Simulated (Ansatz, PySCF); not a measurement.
Noncovalent pair: H2O (SMILES O) (first 3 atoms) with C4H6 (SMILES C=CC=C); geometry from B3LYP-D3(BJ)/def2-TZVP, rigid monomers moved along the line of their centres of mass till H2···C5 is 3.73 Å.
(charge 0, multiplicity 1):
```xyz
13

O      0.011    -0.487    -0.150
H     -0.725    -0.576     0.467
H      0.736    -0.180     0.407
C     -1.705    -0.464     4.181
C     -0.743     0.452     4.051
C      0.678     0.155     4.121
C      1.640     1.060     3.931
H     -1.469    -1.506     4.363
H     -2.752    -0.201     4.117
H     -1.011     1.489     3.868
H      0.946    -0.876     4.331
H      2.687     0.796     3.989
H      1.405     2.097     3.720
```

Counterpoise-corrected where a basis set is named; no monomer relaxation. Rows marked so take none.

Frozen-core correlation. Rows in 6-311+G**, 6-31G*, STO-3G carry no dispersion term and start afresh at each structure (6-31G* with six Cartesian d functions).

The values were computed with Ansatz (Gaussian orbitals); PySCF for 6-311+G** rows, 6-31G* rows, STO-3G rows, the dispersion terms. Values without a source in brackets are computed.

```
level                              interaction energy (kcal/mol)
---------------------------------  -----------------------------
HF/STO-3G (no counterpoise)                                -0.40
HF/6-31G*                                                  -1.21
r2SCAN-D4/def2-TZVPPD                                      -1.56
B3LYP/6-31G*                                               -1.00
B3LYP/6-31G* (no counterpoise)                             -1.40
B3LYP/6-311+G** (no counterpoise)                          -1.25
B3LYP-D4/def2-TZVPPD                                           ?
wB97X-V/def2-TZVPPD                                        -1.55
CCSD(T)/aug-cc-pVDZ                                        -1.40
```

**Question.** What belongs in the gaps?

**Answer.** 
- B3LYP-D4/def2-TZVPPD, interaction energy (kcal/mol): -1.30

Ansatz is a program for electronic structure.
